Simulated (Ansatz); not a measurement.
Consider the ligand exchange at the Al–C bond: `C/[C]([AlH2])=C\F` + `SBS` → `[AlH2][S]BS` + `C/C=C\F`.

Computed with Ansatz on PBE0-D4/def2-TZVP structures; ΔE is electronic, products minus reactants. CCSD(T)/CBS adds triple-zeta CCSD(T) − MP2 to the extrapolated MP2 energy (def2 sets, frozen cores). Double bonds are as drawn, so ΔE can hold a change between cis and trans. Functionals use def2-TZVPP. B3LYP here is the variant with VWN-RPA as its local correlation; programs differ in this. Each species was taken in one conformer, which may not be the lowest.

```
             level  ΔE (kcal/mol)  difference from CCSD(T)/CBS
            PBE-D4          -20.6                          1.0
         r2SCAN-D4          -20.8                          0.8
           PBE0-D4          -21.4                          0.2
          B3LYP-D4          -20.8                          0.8
           ωB97X-V          -20.4                          1.2
           ωB97M-V          -20.3                          1.3
            B2PLYP          -20.7                          0.9
               PBE          -20.4                          1.2
            r2SCAN          -20.8                          0.8
              PBE0          -21.2                          0.4
             B3LYP          -20.5                          1.1
     HF/def2-TZVPP          -21.6                          0.0
    MP2/def2-TZVPP          -21.1                          0.5
SCS-MP2/def2-TZVPP          -20.7                          0.9
   CCSD/def2-TZVPP          -20.9                          0.7
CCSD(T)/def2-TZVPP          -20.8                          0.8
     HF/def2-QZVPP          -21.6                          0.0
    MP2/def2-QZVPP          -21.5                          0.1
SCS-MP2/def2-QZVPP          -21.2                          0.4
      HF/CBS(def2)          -21.6                          0.0
     MP2/CBS(def2)          -21.9                         -0.3
    CCSD/CBS(def2)          -21.7                         -0.1
       CCSD(T)/CBS          -21.6                            0
```

Largest T1 diagnostic among the species: 0.014.

From PBE to PBE0 (25 % exact exchange), in def2-TZVPP and without D4, ΔE moves by −0.8 kcal/mol.
